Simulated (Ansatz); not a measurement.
`ClBBr` + F• → `Cl[B]Br`• + H–F at 298.15 K and 1 bar (hydrogen abstraction from a B–H bond).

Program: Ansatz. Geometries: PBE0-D4/def2-TZVP. ΔE: electronic, gas phase. CBS: MP2 limit from def2 TZ/QZ plus the TZ coupled-cluster correction, frozen cores. This one scheme is used for every species, atoms too. No spin–orbit coupling; open shells (•) take unrestricted orbitals. Spin–orbit coupling would lower the free atoms: a little for F. Bonds to Br are less sure, by a few kJ/mol each and by 10 to 20 or more in all where they break to atoms, as the def2 sets lack core-valence functions. Scalar relativity is left out up to krypton.

```json
{"species": "`ClBBr`", "CCSD(T)/CBS energy (Eh)": "-3058.55678", "H − E (kJ/mol)": "49.7", "S (J/(mol·K))": "285.3"}
{"species": "F•", "CCSD(T)/CBS energy (Eh)": "-99.66871", "H − E (kJ/mol)": "6.2", "S (J/(mol·K))": "160.5"}
{"species": "`Cl[B]Br`•", "CCSD(T)/CBS energy (Eh)": "-3057.88194", "H − E (kJ/mol)": "22.6", "S (J/(mol·K))": "287.6"}
{"species": "H–F", "CCSD(T)/CBS energy (Eh)": "-100.39570", "H − E (kJ/mol)": "33.5", "S (J/(mol·K))": "173.6"}
```

H − E and S are ideal-gas, rigid-rotor, harmonic terms from PBE0-D4/def2-TZVP, with the whole ground term of open shells counted as degenerate. 1 Eh = 2625.50 kJ/mol, R = 8.31446 J/(mol·K).

By hand: ΔE, ΔH, ΔS and ΔG.

ΔE = (-3057.88194) + (-100.39570) − (-3058.55678) − (-99.66871) = -0.05215 Eh = -136.9 kJ/mol. Δ(H − E) = 22.6 + 33.5 − 49.7 − 6.2 = 0.2, so ΔH = -136.7 kJ/mol. ΔS = 287.6 + 173.6 − 285.3 − 160.5 = 15.4 J/(mol·K). ΔG = -136.7 − 298.15 × (15.4)/1000 = -141.3 kJ/mol.

By hand: the equilibrium constant, and the temperature at which ΔG would vanish if ΔH and ΔS stayed fixed.

log₁₀ K = −ΔG/(RT ln 10) = 24.8. ΔH and −TΔS have one sign here, so there is no such temperature.

ΔH outweighs TΔS. A doubt of 5 kJ/mol in ΔE shifts log₁₀ K by 0.9 here. These are equilibria of isolated gas molecules and say nothing of rates. Largest T1 diagnostic: 0.013 (customary marks: 0.02 for closed shells, 0.045 for open ones).
